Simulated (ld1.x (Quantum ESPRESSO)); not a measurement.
What one change does to a pseudopotential (gold, TM)

gold (Au), norm-conserving Troullier–Martins (Kleinman–Bylander form), made with ld1.x (Quantum ESPRESSO) 7.5 (PBE, scalar-relativistic). Core [Xe] 4f14, reference 5d10 6s0 6p1. Waves: 6s (bound, empty): rc 2.40 bohr; 6p (bound): rc 3.80 bohr; 5d (bound): rc 2.05 bohr. Local part: all-electron potential smoothed inside 2.75 bohr (lloc = -1). Core correction: Bessel-smoothed model core inside 2.00 bohr.

Change: all radii but the core radius scaled by about 1.11 (s 2.66, p 4.22, d 2.28 bohr); local potential all-electron potential smoothed inside 3.06 bohr (lloc = -1).

Cutoffs: the cutoffs (Ry, on a coarse ladder) from which the occupation-weighted sum of valence levels, in a spherical-Bessel basis at the reference potential, stays within 10 and 1 mRy of its value at 400 Ry; they do not see the model core or the augmentation charge, which bear on the density cutoff. Errors are all-electron minus pseudo energies relative to the spin-unpolarised reference configuration.

Question: How do hardness, ghosts and transferability respond?

Answer: The potential gets softer (45 Ry and 60 Ry → 40 Ry and 55 Ry); of the 7 tests that both files solve, the error grows in 4 and shrinks in 2 by more than 15 % and 0.3 meV (median size 61.9 → 50.9 meV); neither file shows a bound ghost. A larger radius leaves more room for a smooth pseudo-wave, so fewer plane waves are needed.

```tsv
quantity	base	changed
cutoff, loose	45 Ry	40 Ry
cutoff, tight	60 Ry	55 Ry
bound ghosts	none	none
error for 5d10 6s1 6p0, meV [ΔE -5.25 eV]	+1.6	+4.9
error for 5d10 6s0 6p0, meV [ΔE 4.16 eV]	-6.6	-8.1
error for 5d9 6s0 6p0, meV [ΔE 25.37 eV]	-69	-106
error for 5d9 6s1 6p0, meV [ΔE 6.88 eV]	-51	-53
error for 5d7 6s0 6p0, meV [ΔE 106.96 eV]	-896	-1085
error for 5d9 6s2 6p0, meV [ΔE -3.56 eV]	-72	-47
error for 5d9 6s1 6p1, meV [ΔE 2.25 eV]	-62	-51
```
